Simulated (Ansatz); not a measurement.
Ligand-field states of [Cu(H2O)3Br]+ (CuBrO₃H₆⁺) at its PBE0-D4/def2-SVP geometry (relaxed as a doublet).

```xyz
11

Cu   -0.1553    0.2479   -0.1882
O     1.6288    1.1555   -0.3283
H     1.4513    2.0750   -0.5970
H     2.2573    0.8128   -0.9832
O     0.7310   -1.1886    0.9128
H     1.5545   -1.0869    1.4087
H     0.4376   -2.1058    0.9934
O    -1.8842   -0.7464    0.0113
H    -2.4959   -0.3770   -0.6503
H    -2.3507   -0.6894    0.8594
Br   -1.1744    1.9030   -1.4386
```

CASSCF(9,5) on the Cu 3d shell in def2-SVP, averaged with equal weights over 5 doublets, then SC-NEVPT2; Ansatz, no spin–orbit coupling. The space holds no ligand orbitals and no second d shell, so covalent complexes are described poorly.

Estimate the states' energies above the lowest.


```
    state  CASSCF (cm⁻¹)  NEVPT2 (cm⁻¹)
doublet 1              0              0
doublet 2           7901          11127
doublet 3           9582          12462
doublet 4          10182          13643
doublet 5          10230          13791
```
The lowest NEVPT2 state is a doublet. It took 11 s on 4 threads of Intel Xeon on a shared host, peak host memory 0.89 GiB.
